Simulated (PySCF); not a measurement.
```xyz
11

Si     1.5576    -0.1793     0.2656
C      0.0228     0.6822    -0.3721
Si    -1.5717    -0.2396    -0.0371
H      1.4668    -0.3625     1.7388
H      2.7813     0.6113    -0.0372
H      1.6927    -1.5187    -0.3670
H      0.1244     0.8318    -1.4522
H     -0.0405     1.6755     0.0846
H     -1.7578    -0.4246     1.4269
H     -1.5319    -1.5808    -0.6789
H     -2.7439     0.5048    -0.5716
```

Charge 0, multiplicity 1.

**Question.** Give the Mulliken and meta-Löwdin atomic charges from PBE0-D3(BJ)/def2-TZVP (PySCF).

**Answer.** 
```json
[
 {"atom": "Si1", "Mulliken (e)": "0.14", "meta-Löwdin (e)": "0.48"},
 {"atom": "C2", "Mulliken (e)": "-0.44", "meta-Löwdin (e)": "-0.69"},
 {"atom": "Si3", "Mulliken (e)": "0.14", "meta-Löwdin (e)": "0.48"},
 {"atom": "H4", "Mulliken (e)": "-0.02", "meta-Löwdin (e)": "-0.09"},
 {"atom": "H5", "Mulliken (e)": "-0.03", "meta-Löwdin (e)": "-0.09"},
 {"atom": "H6", "Mulliken (e)": "-0.02", "meta-Löwdin (e)": "-0.09"},
 {"atom": "H7", "Mulliken (e)": "0.15", "meta-Löwdin (e)": "0.14"},
 {"atom": "H8", "Mulliken (e)": "0.15", "meta-Löwdin (e)": "0.14"},
 {"atom": "H9", "Mulliken (e)": "-0.02", "meta-Löwdin (e)": "-0.09"},
 {"atom": "H10", "Mulliken (e)": "-0.02", "meta-Löwdin (e)": "-0.09"},
 {"atom": "H11", "Mulliken (e)": "-0.03", "meta-Löwdin (e)": "-0.09"}
]
```
